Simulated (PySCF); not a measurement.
HIn, triplet, at a GFN2-xTB geometry (such geometries of metal compounds can be far from the true shape) (the spin is typed, not shown lowest) (all electrons, no relativity). Base run: BLYP/3-21G in PySCF.

Here is a job for PySCF.
```python
from pyscf import gto, scf, dft

mol = gto.M(
    atom='''
In   -0.00000000   -0.00000000   -0.03944113
H     0.00000000    0.00000000    1.93261555
''',
    basis='3-21g',
    spin=2,
    verbose=4,
)

mf = dft.UKS(mol)
mf.xc = 'blyp'
mf.kernel()
```

Variants of this job, named by their change:

```tsv
change	E (Eh)	HOMO (eV)	dipole (D)	<S^2>
base	-5717.71774	-2.74	0.42	2.005
functional = wb97x_v	-5717.31706	-5.60	0.86	2.014
functional = wb97x	-5717.76311	-5.49	0.53	2.012
functional = x3lyp	-5717.57642	-3.54	0.54	2.009
functional = b3lyp; dispersion = d4	-5717.73262	-3.54	0.56	2.008
functional = b3lyp; dispersion = d3bjm	-5717.73318	-3.54	0.56	2.008
functional = mn12l	-5713.78164	-3.12	0.59	2.005
functional = b3lyp5	-5717.53110	-3.46	0.55	2.009
functional = o3lyp	-5719.14658	-3.24	0.64	2.006
functional = blyp; dispersion = d3zero	-5717.71776	-2.74	0.42	2.005
functional = tpss	-5717.39668	-3.11	0.66	2.007
functional = camb3lyp	-5717.91865	-4.75	0.62	2.014
functional = r2scan	-5717.59314	-3.29	0.70	2.011
```

Total energies compare only within one method and basis.

Open shells are given as the SCF converged; they aren't shown to be the lowest states, and a large step between rows can be another state.
